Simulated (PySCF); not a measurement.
**Deuteron quadrupole couplings in `CNC[Si@@H]([SiH3])[SiH2]C`**

Compound: C3H15NSi3.
SMILES with atom numbers: `[CH3:1][NH:2][CH2:3][Si@@H:4]([SiH3:5])[SiH2:6][CH3:7]` (hydrogens: H8, H9, H10 on C1; H11 on N2; H12, H13 on C3; H14 on Si4; H15, H16, H17 on Si5; H18, H19 on Si6; H20, H21, H22 on C7)

Structure used (GFN2-xTB), in Å, numbered top down from 1:
```
atom  x, y, z in Å
C1     2.5411   -1.7659    0.0370
N2     1.4872   -0.9184    0.5576
C3     1.2861    0.2950   -0.2149
Si4   -0.1984    1.2564    0.5283
Si5   -0.8358    2.8969   -0.9881
Si6   -1.7268   -0.3769    1.1718
C7    -2.1818   -1.4255   -0.3462
H8     3.5161   -1.2583   -0.0319
H9     2.6463   -2.6420    0.6758
H10    2.2595   -2.0959   -0.9642
H11    1.7062   -0.6665    1.5173
H12    2.2000    0.9101   -0.2741
H13    1.0555   -0.0088   -1.2405
H14    0.3646    1.9168    1.7332
H15   -1.3198    2.3208   -2.2490
H16    0.2119    3.8482   -1.3752
H17   -1.9386    3.7048   -0.4614
H18   -1.2959   -1.2911    2.2388
H19   -2.9692    0.2445    1.6691
H20   -2.5907   -0.8095   -1.1427
H21   -2.9224   -2.1817   -0.1046
H22   -1.3054   -1.9336   -0.7370
```

Level: PBE0/pcSseg-1 (PySCF, non-relativistic); Q(2H) = 0.00286 b; rigid geometry, the same for H and D, with no vibrational averaging.

Question: Rank these positions by the coupling χzz of a deuteron there, largest first.
A. H11 (N–H hydrogen)
B. H9 (methyl hydrogen)
C. H13 (methylene hydrogen)
D. H20 (methyl hydrogen)
E. H14 (Si–H hydrogen)
F. H18 (Si–H hydrogen)

Answer: A (261 kHz), D (218 kHz), B (207 kHz), C (203 kHz), F (109 kHz), E (102 kHz).

Tabulate Vzz, the asymmetry η and χzz = 234.96 MHz × Q × Vzz for every hydrogen position.

```json
{"atom": "H8", "bonded to": "C1", "bond length (Å)": "1.101", "Vzz (au)": "0.2857", "η": "0.06", "χzz (kHz)": "192"}
{"atom": "H9", "bonded to": "C1", "bond length (Å)": "1.089", "Vzz (au)": "0.3085", "η": "0.05", "χzz (kHz)": "207"}
{"atom": "H10", "bonded to": "C1", "bond length (Å)": "1.091", "Vzz (au)": "0.3043", "η": "0.06", "χzz (kHz)": "204"}
{"atom": "H11", "bonded to": "N2", "bond length (Å)": "1.016", "Vzz (au)": "0.3887", "η": "0.18", "χzz (kHz)": "261"}
{"atom": "H12", "bonded to": "C3", "bond length (Å)": "1.103", "Vzz (au)": "0.2876", "η": "0.07", "χzz (kHz)": "193"}
{"atom": "H13", "bonded to": "C3", "bond length (Å)": "1.094", "Vzz (au)": "0.3018", "η": "0.06", "χzz (kHz)": "203"}
{"atom": "H14", "bonded to": "Si4", "bond length (Å)": "1.485", "Vzz (au)": "0.1522", "η": "0.02", "χzz (kHz)": "102"}
{"atom": "H15", "bonded to": "Si5", "bond length (Å)": "1.468", "Vzz (au)": "0.1620", "η": "0.00", "χzz (kHz)": "109"}
{"atom": "H16", "bonded to": "Si5", "bond length (Å)": "1.467", "Vzz (au)": "0.1630", "η": "0.00", "χzz (kHz)": "110"}
{"atom": "H17", "bonded to": "Si5", "bond length (Å)": "1.465", "Vzz (au)": "0.1643", "η": "0.00", "χzz (kHz)": "110"}
{"atom": "H18", "bonded to": "Si6", "bond length (Å)": "1.470", "Vzz (au)": "0.1617", "η": "0.03", "χzz (kHz)": "109"}
{"atom": "H19", "bonded to": "Si6", "bond length (Å)": "1.475", "Vzz (au)": "0.1565", "η": "0.01", "χzz (kHz)": "105"}
{"atom": "H20", "bonded to": "C7", "bond length (Å)": "1.087", "Vzz (au)": "0.3240", "η": "0.01", "χzz (kHz)": "218"}
{"atom": "H21", "bonded to": "C7", "bond length (Å)": "1.086", "Vzz (au)": "0.3270", "η": "0.01", "χzz (kHz)": "220"}
{"atom": "H22", "bonded to": "C7", "bond length (Å)": "1.086", "Vzz (au)": "0.3246", "η": "0.02", "χzz (kHz)": "218"}
```

Average by the element that carries the hydrogen.

on C: 207 kHz over 8 positions, mean bond length 1.092 Å; on N: 261 kHz over 1 position, mean bond length 1.016 Å; on Si: 107 kHz over 6 positions, mean bond length 1.472 Å.

How does χzz go with the bond length over the 8 C–H bonds?

A straight-line fit has a slope of -15.3 kHz for each 0.01 Å, with a correlation coefficient of -0.96, over lengths from 1.086 to 1.103 Å. The longer bonds have the smaller couplings here.

Give the 2H NMR doublet splittings at H9 for a magnetic field along the z, y and x axes of the gradient: 3χ/2, 3χ(1 + η)/4, 3χ(1 − η)/4.

With |χ| = 207.3 kHz and η = 0.049: 311, 163 and 148 kHz, to first order and without motion.

Isolated species at its GFN2-xTB geometry (one conformer only). GFN2-xTB bond lengths can be off by several hundredths of an ångström, more for odd bonds, and the gradients follow them. A larger basis could move these couplings by a tenth or more.
